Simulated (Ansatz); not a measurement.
Mulliken charges of CH$_{5}$GeNSe (`[NH2][GeH2][CH]=[Se]`) from B3LYP/def2-TZVPP in Ansatz (PBE0-D4/def2-TZVP geometry).

```csv
atom,x (Å),y (Å),z (Å),charge (e)
N1,-0.303,0.913,-1.367,-0.374
Ge2,0.768,-0.001,-0.199,0.309
C3,-0.223,-0.798,1.302,-0.251
Se4,-1.957,-0.655,1.505,-0.062
H5,-1.006,0.325,-1.796,0.125
H6,-0.785,1.689,-0.933,0.125
H7,1.799,0.982,0.383,-0.003
H8,1.462,-1.140,-0.965,-0.003
H9,0.334,-1.362,2.053,0.136
```

Problem. By hand: the dipole of these point charges (1 e Å = 4.8032 D).

Solution. Σ q r = (0.340, -0.034, -0.031) e Å, of length 0.343 e Å = 1.65 D.

Problem. How does the dipole of the full density compare? (Best estimate.)

Solution. The calculation gave: (0.114, -0.039, 0.036) e Å, 0.60 D; the point charges give 2.75 times that, at 25° from its direction.

Point charges leave out the atoms' own dipoles, such as those of lone pairs, and Mulliken's split depends on the basis, so the two needn't agree.

B3LYP here is the variant with VWN-RPA as its local correlation; programs differ in this.
